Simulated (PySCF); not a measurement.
## ZnPb and its ions

PBE0; PySCF, scalar-relativistic core potentials, basis sets Zn def2-SVP, Pb def2-SVP with ECP60. Neutral (UKS): triplet (π ↑↑), Re = 2.707 Å, ωe = 139 cm⁻¹, De = 0.70 eV, HOMO -4.58 eV, LUMO -2.62 eV.

ZnPb⁺ (UKS): doublet (π ↑), Re = 2.850 Å, ωe = 129 cm⁻¹. The energies at the minima are -1971.73971 hartree for ZnPb and -1971.50380 for ZnPb⁺.

(1) Work out the adiabatic ionisation energy, without and with harmonic zero-point energies (1 hartree = 27.2114 eV, 1 eV = 8065.5 cm⁻¹), and the change of the bond length.

These are scalar-relativistic numbers at best; spin–orbit coupling would shift them, the dissociation energy most. States were picked by a PBE0 search and need not be the measured ground states.

Answers

(1) At PBE0: 0.23591 hartree = 6.419 eV between the minima; the zero-point term (129.0 − 139.0)/2 cm⁻¹ = -0.001 eV makes it 6.419 eV. Re changes by +14.3 pm against the neutral. The electron leaves a π orbital, and the longer bond of the ion fits a bonding orbital, or a change in how ionic the bond is.
